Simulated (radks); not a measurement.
Isoelectronic series with 3 electrons, each ion in its NIST ground configuration. All-electron calculation, non-relativistic Kohn-Sham, PBE, spin-polarised, spherical densities, point nucleus; open shells are filled with parallel spins first (spin-orbit coupling, left out, can overturn this in heavy ions). Program: a radial shooting solver on a logarithmic mesh with Libxc functionals. Total energies (hartree) and screening constants sigma, defined by e = -(Z - sigma)^2 / (2 n^2) hartree:

ion,configuration,E (hartree),2s up,1s down,1s up
Li,[He] 2s1,-7.46218,2.026,1.054,1.050
B2+,[He] 2s1,-23.38919,1.901,1.067,1.059
N4+,[He] 2s1,-48.32120,1.869,1.069,1.060
F6+,[He] 2s1,-82.25423,1.854,1.069,1.060
Al10+,[He] 2s1,-177.12126,1.840,1.070,1.060
P12+,[He] 2s1,-238.05498,1.836,1.070,1.060
Cl14+,[He] 2s1,-307.98878,1.833,1.070,1.060
K16+,[He] 2s1,-386.92263,1.830,1.070,1.060
Sc18+,[He] 2s1,-474.85651,1.829,1.070,1.060
V20+,[He] 2s1,-571.79043,1.827,1.070,1.060
Mn22+,[He] 2s1,-677.72436,1.826,1.070,1.060
Co24+,[He] 2s1,-792.65831,1.825,1.070,1.060
Cu26+,[He] 2s1,-916.59228,1.824,1.070,1.060
Ga28+,[He] 2s1,-1049.52626,1.823,1.070,1.059
As30+,[He] 2s1,-1191.46024,1.823,1.070,1.059
Br32+,[He] 2s1,-1342.39424,1.822,1.070,1.059
Rb34+,[He] 2s1,-1502.32824,1.821,1.070,1.059
Nb38+,[He] 2s1,-1849.19627,1.821,1.070,1.059
Tc40+,[He] 2s1,-2036.13029,1.820,1.070,1.059
